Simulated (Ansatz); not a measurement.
Species: dimethyl(prop-2-enyl)borane, C₅H₁₁B, net charge 0, singlet state. 
Geometry from a B3LYP-D3(BJ)/def2-TZVP (Ansatz, a quantum-chemistry and plane-wave program) optimisation:
SMILES: C=CCB(C)C
```xyz
17

C      2.3048     0.0343    -0.8497
C      1.4015    -0.6655    -0.1703
C      0.5428    -0.1290     0.9419
B     -0.8727     0.1281     0.2784
C     -1.8282    -1.0750    -0.0385
C     -1.2921     1.6001    -0.0632
H      2.5227     1.0680    -0.6055
H      2.8652    -0.4056    -1.6643
H      1.2164    -1.6964    -0.4591
H      0.4722    -0.8766     1.7390
H      0.9881     0.7797     1.3524
H     -1.4129    -2.0655     0.1549
H     -2.7278    -0.9666     0.5821
H     -2.1902    -1.0399    -1.0708
H     -2.1771     1.6958    -0.6945
H     -0.4675     2.1512    -0.5257
H     -1.4980     2.1259     0.8788
```

Basis-set convergence of Hartree-Fock and MP2 correlation energies (hartree) with Ansatz. Correlated levels leave the core frozen unless marked. Spin-orbit coupling is left out. Non-relativistic.

```json
[
 {"basis": "aug-cc-pVDZ", "functions": "237", "E(HF)": "-220.44396", "E(corr, MP2)": "-0.81343"},
 {"basis": "aug-cc-pVTZ", "functions": "529", "E(HF)": "(withheld)", "E(corr, MP2)": "(withheld)"}
]
```

Fill in the missing entries.


- aug-cc-pVTZ, E(HF): -220.49898
- aug-cc-pVTZ, E(corr, MP2): -0.97058
